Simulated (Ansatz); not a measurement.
A further run on the cluster HgF₃⁻.

```yaml
crystal:
  periodic: [false, false, false]
  atoms:
    - {symbol: Hg, position_ang: [-0.003221, -0.001435, 0.000882]}
    - {symbol: F, position_ang: [0.902422, -1.880022, 0.299897]}
    - {symbol: F, position_ang: [-2.076395, 0.237218, 0.282870]}
    - {symbol: F, position_ang: [1.177194, 1.644239, -0.583659]}
basis:
  gaussian: {orbitals: def2-mTZVP}
total_charge: -1
hamiltonian: {xc: {name: BHLYP}}
accuracy: high
scf: {omitted_lower_state_checks: [starts]}
output: {forces: true}
```

```sh
$ ansatz run in.yaml --threads 2 --pin off --events-out ev --progress --plain --max-ram 4352MiB
```

Shortened log:

```
Functional definition: BHLYP
1779 factors; integrals over basis functions are off by at most 1.5e-8 eV
mean field evaluation 1: about -12324.2583 eV, gradient 2.4e1 eV
mean field evaluation 2: about -12324.1323 eV, gradient 3.1e1 eV
mean field evaluation 4: about -12325.4554 eV, gradient 1.1e0 eV
mean field evaluation 8: about -12325.8495 eV, gradient 6.2e-2 eV
mean field evaluation 16: about -12325.8495 eV, gradient 2.5e-5 eV
mean field -12325.84954252 eV, -452.9666159268 hartree, gradient 6.8e-8 eV, S^2 0.000000; 0 other end points of the search recorded, 0 dependent functions left out
reference -12325.84957014 eV, -452.9666169418 hartree; 24, 24 occupied and 69, 69 virtual orbitals, 1779 factors
Total energy: -12325.84957014 eV, -452.9666169418 hartree
Atom 0 at    -0.003221    -0.001435     0.000882 Å, force     0.008455     0.004068    -0.002407 eV/Å
Atom 1 at     0.902422    -1.880022     0.299897 Å, force    -0.051252     0.103395    -0.016210 eV/Å
Atom 2 at    -2.076395     0.237218     0.282870 Å, force     0.111117    -0.013394    -0.014953 eV/Å
Atom 3 at     1.177194     1.644239    -0.583659 Å, force    -0.068320    -0.094069     0.033569 eV/Å
Dipole moment:    -0.008780    -0.003933     0.002404 e Å
Checks for a lower state left out: starts
```

It took 6 s on 2 threads of Arm Neoverse V1 on a shared host.

In the def2 sets Hg takes a core potential; there is no spin–orbit coupling. The highest occupied level of an anion often lies above zero with these methods, and sets without diffuse functions describe the outer electron poorly.

The dipole of an ion depends on the origin.
